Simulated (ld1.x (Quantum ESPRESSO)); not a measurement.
Reading a pseudo-wave (Ge (Z = 32))

Columns: radius, all-electron u(r) and pseudo u(r) of the 4p shell (level -4.58 eV) of germanium in the configuration [Ar] 3d10 4s1 4p3; PBE, scalar-relativistic, TM scheme, ld1.x (Quantum ESPRESSO) 7.5.

| r (bohr) | all-electron | pseudo |
| --- | --- | --- |
| 0.095 | 0.1518 | 0.0024 |
| 0.190 | 0.0653 | 0.0098 |
| 0.285 | -0.1101 | 0.0221 |
| 0.380 | -0.2263 | 0.0393 |
| 0.475 | -0.2580 | 0.0615 |
| 0.570 | -0.2246 | 0.0888 |
| 0.665 | -0.1521 | 0.1211 |
| 0.760 | -0.0605 | 0.1582 |
| 0.855 | 0.0368 | 0.1998 |
| 0.950 | 0.1320 | 0.2453 |
| 1.045 | 0.2206 | 0.2937 |
| 1.140 | 0.3003 | 0.3436 |
| 1.235 | 0.3703 | 0.3934 |
| 1.330 | 0.4305 | 0.4413 |
| 1.425 | 0.4813 | 0.4856 |
| 1.520 | 0.5235 | 0.5248 |
| 1.615 | 0.5578 | 0.5580 |
| 1.710 | 0.5848 | 0.5849 |
| 1.805 | 0.6054 | 0.6054 |
| 1.900 | 0.6203 | 0.6203 |
| 1.995 | 0.6300 | 0.6300 |
| 2.090 | 0.6352 | 0.6352 |
| 2.185 | 0.6364 | 0.6364 |
| 2.280 | 0.6342 | 0.6342 |
| 2.375 | 0.6290 | 0.6290 |
| 2.470 | 0.6213 | 0.6213 |

(1) How many radial nodes do the two functions have?

(2) At about which radius was the pseudo-wave matched?

(3) Where does each function peak?

(4) Is the pseudo-wave norm-conserving?

## Answers

(1) The all-electron 4p function has n − l − 1 = 2; the pseudo-wave has 0, since the states of the same l below it are removed with the core.

(2) 1.90 bohr. The columns agree to 0.0005 from 1.61 bohr on; several derivatives are matched, so the curves merge somewhat inside the radius.

(3) Outermost all-electron maximum near 2.19 bohr, pseudo maximum near 2.19 bohr (to the table’s step).

(4) Yes: the TM scheme keeps the norm inside the radius equal to the all-electron one, which fixes the energy derivative of the logarithmic derivative at the level.
